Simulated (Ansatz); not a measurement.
Geometry optimisation, UKS PBE/def2-SVP (Ansatz 0.2.0).

The input (input.yaml):

```yaml
crystal:
  periodic: [false, false, false]
  atoms:
    - { symbol: Ga, position_ang: [0.0, 0.0, 0.0] }
    - { symbol: H, position_ang: [0.0, 0.0, 1.82] }
    - { symbol: O, position_ang: [1.5501, 0.0, -0.895] }
    - { symbol: H, position_ang: [1.85, -0.9519, -1.0499] }
    - { symbol: O, position_ang: [-1.5501, 0.0, -0.895] }
    - { symbol: H, position_ang: [-2.0598, -0.8467, -0.6865] }
    - { symbol: C, position_ang: [0.0, 0.0, 3.23] }
    - { symbol: H, position_ang: [-0.5653, -0.8805, 3.6005] }
    - { symbol: H, position_ang: [1.0452, -0.0494, 3.6005] }
    - { symbol: H, position_ang: [-0.4798, 0.9298, 3.6005] }
magnetization:
  spin_polarized: true
  initial_magnetization: 1
basis:
  gaussian: { orbitals: def2-SVP }
hamiltonian:
  xc: pbe
relax:
  f_tol: 0.15
  max_steps: 25
  restrain:
    - { distance: [1, 6], at: 2.31, k: 30.0 }
    - { distance: [0, 1], at: 1.57, k: 30.0 }
```

Command:

```bash
$ ansatz run input.yaml --threads 4 --pin off --max-ram 5120MiB --backend cpu --events-out ev --progress --plain --runs-dir out
```

Question: Where does it end, and by what steps?

Answer: The run converged. The restraints hold the end off the free minimum. After 8 steps the energy has risen by 0.145 eV (the restraints' own energy left out); H4 moved furthest, 0.88 Å.

| step | energy less start (eV) | largest force component (eV/Å) | accepted |
| --- | --- | --- | --- |
| 0 | 0.0000 | 2.920 | yes |
| 1 | 0.5017 | 1.273 | yes |
| 2 | 0.6585 | 1.365 | yes |
| 3 | 0.6480 | 1.018 | yes |
| 4 | 0.5012 | 0.579 | yes |
| 5 | 0.3886 | 1.103 | yes |
| 6 | 0.2482 | 0.362 | yes |
| 7 | 0.1586 | 0.187 | yes |
| 8 | 0.1446 | 0.066 | yes |

```xyz
10
Properties=species:S:1:pos:R:3
Ga 0.067 -0.207 -0.034
H -0.067 0.093 1.503
O 1.693 -0.306 -0.798
H 1.617 -0.474 -1.756
O -1.272 -0.517 -1.215
H -2.147 -0.549 -0.786
C -0.027 0.040 3.812
H -0.674 -0.843 3.900
H 1.064 -0.081 3.812
H -0.464 1.045 3.886
```

The run took 19 s on 4 threads of Arm Neoverse V1 (shared host), peak memory 0.17 GiB.
